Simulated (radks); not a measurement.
Removal energies from the scandium ion Sc6+, [Ne] 3s2 3p(1/2: 2, 3/2: 1), by Delta-SCF beside the eigenvalue of the level emptied. Calculated with a radial shooting solver on a logarithmic mesh with Libxc functionals: Dirac Kohn-Sham, relativistic LDA (MacDonald-Vosko exchange, VWN5 correlation), spin-unpolarised, spherical densities, finite nucleus; Fermi nuclear charge, rms radius of each element as measured or else 0.836 A^(1/3) + 0.57 fm. Sub-shells are occupied by j as written (lower j first in brackets).

| removed from | final configuration | Delta-SCF (eV) | -eigenvalue (eV) |
|---|---|---|---|
| 3p3/2 | [Ne] 3s2 3p(1/2: 2, 3/2: 0) | 134.53 | 123.76 |
| 3p1/2 | [Ne] 3s2 3p(1/2: 1, 3/2: 1) | 135.27 | 124.45 |
| 3s1/2 | [Ne] 3s1 3p(1/2: 2, 3/2: 1) | 157.69 | 146.63 |
| 2p3/2 | [He] 2s2 2p(1/2: 2, 3/2: 3) 3s2 3p(1/2: 2, 3/2: 1) | 525.87 | 494.18 |
